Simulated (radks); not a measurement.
The numbers below are computed, except where a source is named.
Initial-state core-level shifts of neutral calcium when its valence configuration changes from [Ar] 4s2. Code: a radial shooting solver on a logarithmic mesh with Libxc functionals. Model: Dirac Kohn-Sham, PBE, spin-unpolarised, spherical densities, finite nucleus; open shells fill j = l - 1/2 first; Fermi nuclear charge, rms radius 3.4776 fm. Shifts are changes of the shell-averaged eigenvalues in eV (positive: less bound); the change of the density at the nucleus, which sets a Mossbauer isomer shift, is in e/bohr^3, on a base of 6165.

| valence | 1s | 2p | 3s | 3p | density at nucleus |
|---|---|---|---|---|---|
| 3d1 4s1 | +2.076 | +2.540 | +2.294 | +2.143 | -2.9217 |
| 3d1 4p1 | +1.131 | +1.667 | +1.390 | +1.231 | -4.8392 |
| 4s1 4p1 | -1.381 | -1.377 | -1.348 | -1.329 | -1.9666 |
| 3d2 | +2.381 | +3.111 | +2.816 | +2.590 | -4.9736 |
| 4p2 | -2.657 | -2.651 | -2.591 | -2.551 | -4.2238 |
| 4s1.5 4p0.5 | -0.706 | -0.704 | -0.689 | -0.680 | -0.9429 |
